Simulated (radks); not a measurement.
The tantalum ion Ta57+, 16 electrons, occupied as [Ne] 3s2 3p4. All-electron calculation, scalar-relativistic Kohn-Sham, PBE, spin-polarised, spherical densities, finite nucleus; open shells are filled with parallel spins first (spin-orbit coupling, left out, can overturn this in heavy ions); Fermi nuclear charge, rms radius 5.3507 fm. Program: a radial shooting solver on a logarithmic mesh with Libxc functionals.

Unscreened Slater integrals over Kohn-Sham orbitals (hartree). They are taken over the spin-up orbitals. Empty in this configuration: 3d.

integral     value
F0(3p,3p)   4.8282
F2(3p,3p)   2.4131
F0(3p,3s)   4.7732
G1(3p,3s)   3.0891
F0(3p,2p)   6.3855
F2(3p,2p)   1.6552
G0(3p,2p)  0.66350
G2(3p,2p)  0.73538
F0(3p,3d)   5.0692
F2(3p,3d)   2.4283
G1(3p,3d)   2.5297
G3(3p,3d)   1.7142
F0(3s,3s)   4.7326
F0(3s,2p)   6.1877
G1(3s,2p)  0.65171
F0(3s,3d)   5.0129
G2(3s,3d)   1.9501
F0(2p,2p)   13.075
F2(2p,2p)   6.1889
F0(2p,3d)   6.9138
F2(2p,3d)   2.1545
G1(2p,3d)   2.0542
G3(2p,3d)   1.1858
F0(3d,3d)   5.4935
F2(3d,3d)   2.8574
F4(3d,3d)   1.8530

Derived for the open shells (J is the average intra-shell exchange parameter used in DFT+U). 3p: J = F2/5 = 0.4826 hartree.
